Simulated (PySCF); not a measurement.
A species of formula C5H10ClFO2S has this rotational fingerprint, computed with PBE0/pcSseg-1 in PySCF (dipole) on a GFN2-xTB geometry, gas phase:

| Property | Result |
| --- | --- |
| Rotational constants | A = 1415, B = 892.1, C = 744.9 MHz |
| Dipole components | \|μa\| = 4.66 D, \|μb\| = 0.95 D, \|μc\| = 1.69 D |
| Inertial defect | -245.20 u·Å² |
| κ | -0.56 |

Problem. Which candidate fits, each taken in the one conformer that was computed?
A. `[CH3:1][CH:2]([CH3:3])[CH2:4][C@@H:5]([F:6])[S:7](=[O:8])(=[O:9])[Cl:10]` with C1–C2–C4–C5 -171°, C2–C4–C5–F6 67°, C4–C5–S7–O8 68°
B. `[CH3:1][CH:2]([CH3:3])[C@@:4]([CH3:5])([F:6])[S:7](=[O:8])(=[O:9])[Cl:10]` with C1–C2–C4–C5 -66°, C2–C4–S7–O8 87°
C. `[CH3:1][C@@H:2]([F:3])[C:4]([CH3:5])([CH3:6])[S:7](=[O:8])(=[O:9])[Cl:10]` with C1–C2–C4–C5 -72°, C2–C4–S7–O8 -42°

Solution. C. It is C[C@@H](F)C(C)(C)S(=O)(=O)Cl, an asymmetric top, point group C1. The candidates at the same level (rigid rotor, commonest isotopes):

| SMILES | A (MHz) | B (MHz) | C (MHz) | μa (D) | μb (D) | μc (D) | Δ (u·Å²) | point group | rotor |
| --- | --- | --- | --- | --- | --- | --- | --- | --- | --- |
| CC(C)C[C@@H](F)S(=O)(=O)Cl | 1958 | 515.9 | 491.6 | 3.63 | 1.77 | 0.96 | -209.59 | C1 | near-prolate asymmetric top |
| C[C@@H](F)C(C)(C)S(=O)(=O)Cl | 1415 | 892.1 | 744.9 | 4.66 | 0.95 | 1.69 | -245.20 | C1 | asymmetric top |
| CC(C)[C@@](C)(F)S(=O)(=O)Cl | 1630 | 797.4 | 699.8 | 3.64 | 1.63 | 1.71 | -221.55 | C1 | asymmetric top |

`CC(C)[C@@](C)(F)S(=O)(=O)Cl` has A 15 % too high; `CC(C)C[C@@H](F)S(=O)(=O)Cl` has B 42 % too low. No structure here is proved a minimum.
